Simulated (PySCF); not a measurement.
Compound: C₅H₃F₄NO.
SMILES: `N#C[C@@H]1[C@@H](F)O[C@@H]1C(F)(F)F`

Method used: PySCF, TDDFT CAM-B3LYP/def2-SVPD, vertical, gas phase, core orbitals frozen in the response. Isolated species at its PBE0-D3(BJ)/def2-SVP geometry, gas phase. Torsions of this conformer, `[N:1]#[C:2][C@@H:3]1[C@@H:4]([F:5])[O:6][C@@H:7]1[C:8]([F:9])([F:10])[F:11]`: O6–C7–C8–F9 -55°.

| state | E (eV) | E (kJ/mol) | λ (nm) | f | main configurations (H = HOMO, L = LUMO) |
| --- | --- | --- | --- | --- | --- |
| S1 | 7.34 | 708 | 169.0 | 0.0004 | H-2→L (26%), H-1→L+1 (20%), H-1→L (12%) |
| S2 | 7.74 | 746 | 160.3 | 0.0093 | H-1→L+1 (27%), H→L (14%), H-2→L (12%) |
| S3 | 7.81 | 754 | 158.8 | 0.0039 | H→L+1 (15%), H-1→L (13%), H-1→L+2 (12%) |
| S4 | 8.40 | 811 | 147.6 | 0.0069 | H→L+2 (35%), H→L+1 (20%) |
| S5 | 8.47 | 817 | 146.4 | 0.0069 | H→L (56%), H-2→L (20%), H→L+1 (11%) |
| S6 | 8.76 | 845 | 141.6 | 0.0093 | H→L+1 (45%), H→L+2 (31%) |

The lowest singlet lies at 7.34 eV (169 nm, vacuum ultraviolet) and is dark (f under 0.0005); its leading configuration is HOMO-2→LUMO (26%). The largest oscillator strength of a single state is 0.0093. Löwdin shares by element: HOMO oxygen 40%, carbon 19% or more, nitrogen 7% (atoms not listed hold the other 34%); LUMO carbon 41% or more, nitrogen 20% (atoms not listed hold the other 39%). Of the 6 states listed, none reaches f = 0.01 and 1 stays under 0.0005. Weighted by f, the mean energy of these states is 8.26 eV. Orbital energies (eV): HOMO-3 -12.49, HOMO-2 -11.60, HOMO-1 -11.54, HOMO -10.96, LUMO 0.57, LUMO+1 0.72, LUMO+2 1.11. Only the lowest 6 singlets were computed, as vertical energies without vibronic structure.
